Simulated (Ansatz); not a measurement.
The lowest singlet and triplet of AlH (SMILES [AlH]); geometries from B3LYP-D3(BJ)/def2-TZVP, each state relaxed from the structure named, with no frequency check.
Singlet (charge 0, multiplicity 1):
```xyz
2

Al     0.000     0.000    -0.119
H      0.000     0.000     1.543
```

| level | gap E(singlet) − E(triplet), vertical, at the singlet's geometry (kcal/mol) | minus FCI/cc-pV(Q+d)Z | cost |
|---|---|---|---|
| U-HF/cc-pV(D+d)Z (spin-contaminated) | -28.09 | 15.56 | - |
| U-HF/cc-pV(Q+d)Z (spin-contaminated) | -27.71 | 15.94 | - |
| U-PBE0/def2-TZVPP | -38.77 | 4.87 | ×2 |
| R-BHLYP/def2-TZVPP | -43.64 | 0.01 | ×0.9 |
| U-wB97M-V/def2-TZVPP | -49.08 | -5.43 | ×4 |
| R-MP2/cc-pV(Q+d)Z | -40.73 | 2.92 | - |
| U-CCSD/cc-pV(T+d)Z (spin-contaminated) | -43.84 | -0.19 | - |
| U-CCSD(T)/cc-pV(D+d)Z (spin-contaminated) | -43.19 | 0.46 | ×1 |
| SC-NEVPT2 on SA-CASSCF(4,5)/cc-pV(D+d)Z | -43.01 | 0.64 | - |
| SC-NEVPT2 on SA-CASSCF(4,5)/cc-pV(T+d)Z | -44.00 | -0.35 | - |
| SC-NEVPT2 on SA-CASSCF(4,5)/cc-pV(Q+d)Z | -44.10 | -0.45 | - |
| FIC-NEVPT4(SD) on SA-CASSCF(4,5)/cc-pV(Q+d)Z | -43.67 | -0.02 | - |
| FIC-MRCISD+Q on SA-CASSCF(4,5)/cc-pV(Q+d)Z | -43.37 | 0.28 | - |
| FCI/cc-pV(Q+d)Z | -43.65 | 0.00 | ×100 |

 Full CI is exact for the correlated electrons in its own basis alone.

The rows run from -49.08 (U-wB97M-V/def2-TZVPP) to -27.71 kcal/mol (U-HF/cc-pV(Q+d)Z (spin-contaminated)).

A positive gap puts the triplet lower; no zero-point energy. R- takes a restricted singlet. U- takes an unrestricted singlet (broken symmetry where lower, unprojected). The triplet is unrestricted in single-reference levels. Active spaces average the two states.

Frozen-core correlation.

Doubts at one or more of the structures used: a restricted determinant that unrestricted orbitals would lower (R-MP2/cc-pV(Q+d)Z); T1 above 0.05 (U-CCSD/cc-pV(T+d)Z (spin-contaminated), U-CCSD(T)/cc-pV(D+d)Z (spin-contaminated)).

Programs: Ansatz (Gaussian orbitals). Values without a source in brackets are computed.

Costs are rough ratios of core time to R-PBE/def2-TZVPP (about 0.5 s over the structures, on one shared machine); a dash marks a level with no comparable run of its own.

Ansatz is a first-principles code.
